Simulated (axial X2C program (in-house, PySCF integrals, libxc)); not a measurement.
**YF⁺: cheaper levels and CCSD(T), 2c**

All values were computed with an in-house all-electron X2C program for linear molecules (integrals from PySCF). Two-component (2c) means X2C with spin–orbit coupling and atomic mean-field two-electron Coulomb and Gaunt terms. Basis: Y dyall-cv3z [11s12p9d6f3g], F dyall-av3z [7s6p3d2f] (cores contracted in-house); Gaussian nuclei, density fitting, unrestricted open shells. Masses: Y 88.906 u, F 18.998 u.

State: Ω = 1/2 (⟨Sz⟩ = 0.50, ⟨Lz⟩ = 0.00 at HF); fragments Y+ + F.

```csv
level,Re (Å),ωe (cm⁻¹)
PBE0,1.869,710.1
HF,1.889,704.4
MP2,1.904,683.1
CCSD,1.901,688.5
PBE50,1.861,723.5
```

Correlated methods: 9 electrons correlated (number of frozen shells: Y 4 s, 3 p, 1 d; F 1 s), 309 virtual spin orbitals or spinors in MP2, 90 natural virtuals in coupled cluster.

CCSD(T), same Hamiltonian and basis:

Re = 1.904 Å, ωe = 683.8 cm⁻¹; T1 = 0.018 (Lee–Taylor normalisation).

**Question.** Give the differences from CCSD(T) in the columns below.

**Answer.** 

```csv
level,ΔRe (Å),Δωe (cm⁻¹)
PBE0,-0.035,26
HF,-0.015,21
MP2,0.000,-1
CCSD,-0.003,5
PBE50,-0.043,40
```

The state is one determinant whose occupation by symmetry is held fixed; it was picked as the lowest of a PBE0 search that is not exhaustive. De is not given where an atomic determinant may have missed its ground term or J level, or where the truncated virtual space spoils (T). Density functionals use the spin component along the axis (collinear). CCSD and (T) use frozen natural virtuals with an MP2 correction for the truncation; (T) itself is uncorrected, so its De runs slightly low. The functionals have no current-density term, which raises determinants with orbital currents, atoms included. The outer-core s and p shells of the metal are frozen in the correlated rows, which leaves out core–valence correlation; for alkali and alkaline-earth bonds that tends to lengthen them. With the outer-core shells frozen, correlated bond lengths of heavy atoms tend to come out a few hundredths of an ångström too long.
